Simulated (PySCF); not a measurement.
Vertical excitations of a molecule C₂H₈N₂Si₂ from TDA-PBE/def2-SVPD in PySCF 2.14.0, as energy in eV (oscillator strength): 3.91 (0.001), 4.26 (0.001), 5.34 (0.015), 5.44 (0.007), 5.48 (0.008), 5.72 (0.014), 5.82 (0.001), 6.02 (0.020), 6.03 (0.022), 6.07 (0.018). Lowest triplet (TDA): 3.09 eV. Coordinates come from a PBE0-D3(BJ)/def2-SVP optimisation. The values are those of a single conformer.

Question: Which molecule gave these data?
A) [SiH3]C1=N[SiH2]NC1
B) C=C[SiH]1N[SiH2]N1
C) N[Si@@H]1C=N[C@H]1[SiH3]
D) N[SiH2]C#C[SiH2]N

Answer: C, N[Si@@H]1C=N[C@H]1[SiH3]
